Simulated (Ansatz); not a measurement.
Computed with Ansatz on PBE0-D4/def2-TZVP structures; ΔE is electronic, products minus reactants. CBS: MP2 limit from def2 TZ/QZ plus the TZ coupled-cluster correction, frozen cores. This one scheme is used for every species. DFT in def2-TZVPP. B3LYP here is the variant with VWN-RPA as its local correlation; programs differ in this. HSE06 is defined as in plane-wave codes. Each species was taken in one conformer, which may not be the lowest.

Reaction (hydrogenolysis of the Si–F bond): `F[SiH2][SiH2]S` + H₂ → `[SiH3][SiH2]S` + H–F

`F[SiH2][SiH2]S`:

```xyz
9

F    -2.020    0.636    0.429
Si   -0.812    0.910   -0.598
Si    0.821   -0.719   -0.187
S     1.231   -0.740    1.916
H    -1.370    0.853   -1.975
H    -0.288    2.273   -0.331
H     2.106   -0.352   -0.837
H     0.396   -2.053   -0.689
H    -0.063   -0.807    2.271
```

H₂:

Cartesian coordinates in Å:
```
H 0.085 0.276 0.237
H -0.085 -0.276 -0.237
```

`[SiH3][SiH2]S`:

Cartesian coordinates in Å:
```
Si 0.773 -0.229 1.325
Si -0.532 -0.266 -0.615
S -0.259 1.640 -1.555
H 2.201 -0.008 0.973
H 0.644 -1.530 2.034
H 0.318 0.862 2.224
H -0.101 -1.368 -1.517
H -1.965 -0.489 -0.278
H -1.078 1.388 -2.591
```

H–F:

Z-matrix (Å, degrees):
```
F
H 1 0.920
```

| level | ΔE (kJ/mol) | difference from CCSD(T)/CBS |
| --- | --- | --- |
| r2SCAN-D4 | 104.8 | 7.3 |
| B3LYP-D4 | 103.1 | 5.6 |
| HSE06-D4 | 90.6 | -6.9 |
| BHLYP-D4 | 103.6 | 6.1 |
| B2PLYP | 102.0 | 4.5 |
| PBE | 92.3 | -5.2 |
| r2SCAN | 104.5 | 7.0 |
| r2SCANh | 102.3 | 4.8 |
| r2SCAN0 | 99.5 | 2.0 |
| CAM-B3LYP | 103.2 | 5.7 |
| RPA@PBE/def2-TZVPP | 94.8 | -2.7 |
| MP2/def2-SVP | 88.0 | -9.5 |
| SCS-MP2/def2-QZVPP | 103.1 | 5.6 |
| HF/CBS(def2) | 102.7 | 5.2 |
| MP2/CBS(def2) | 102.4 | 4.9 |
| CCSD/CBS(def2) | 96.7 | -0.8 |
| CCSD(T)/CBS | 97.5 | 0 |

(1) What do rigid-rotor, harmonic-oscillator terms from PBE0-D4/def2-TZVP frequencies (298.15 K, 1 bar) make of the CCSD(T)/CBS value? (Best estimate.)

Largest T1 diagnostic among the species: 0.012.

Results:

(1) Ansatz gave: ΔZPE = +9.6 kJ/mol, ΔH = +105.9 kJ/mol, ΔS = 24 J/(mol·K), ΔG = +98.7 kJ/mol. Modes under 50 cm⁻¹ make the entropy rough.

From r2SCAN to r2SCAN0 (25 % exact exchange), in def2-TZVPP and without D4, ΔE moves by −5.0 kJ/mol. Leaving LDA and LC-ωPBE aside and taking each functional with its dispersion term where it has one, the values, not all of them listed here, spread over 15.1 kJ/mol, from HSE06-D4 to BLYP-D4. At CCSD(T), def2-SVP lies −15.3 kJ/mol from the extrapolated value and def2-TZVPP −2.7 kJ/mol.
